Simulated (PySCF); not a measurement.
AgI, SMILES [Ag][I], multiplicity 1.

The structure is a stationary point at PBE0-D3(BJ)/def2-TZVP. The multiplicity is an assumed one; other spin states were not compared. The def2 effective core potentials stand for the cores of Ag, I; spin–orbit coupling is left out.

Two levels are set side by side: PBE/def2-TZVPD (PySCF) and PBE0/def2-TZVPD (PySCF). Same geometry, gas phase. Differences are taken from unrounded values.

```json
[
 {"quantity": "orbital gap (eV)", "PBE": "1.91"},
 {"quantity": "highest occupied level (eV)", "PBE": "-5.86"},
 {"quantity": "lowest empty level (eV)", "PBE": "-3.95"},
 {"quantity": "dipole moment (D)", "PBE": "4.25"},
 {"quantity": "mean polarisability (bohr³)", "PBE": "70.9"}
]
```

### Question
These are the PBE values. What does PBE0 give? (An estimate is asked for; the answer gives what the named calculation found.)

### Answer

| quantity | PBE0 | PBE minus PBE0 |
|---|---|---|
| orbital gap (eV) | 3.69 | -1.78 |
| highest occupied level (eV) | -6.81 | 0.95 |
| lowest empty level (eV) | -3.12 | -0.83 |
| dipole moment (D) | 5.07 | -0.82 |
| mean polarisability (bohr³) | 67.1 | 3.8 |

Without exact exchange PBE keeps part of each electron's self-repulsion, which lifts occupied levels and narrows the gap. PBE's more diffuse valence density responds more strongly to a field. Differences between two approximate levels are no errors against the true value.

Rough cost on one machine, each run with all the roots and properties that it gave: PBE0 against PBE within a factor of 2.
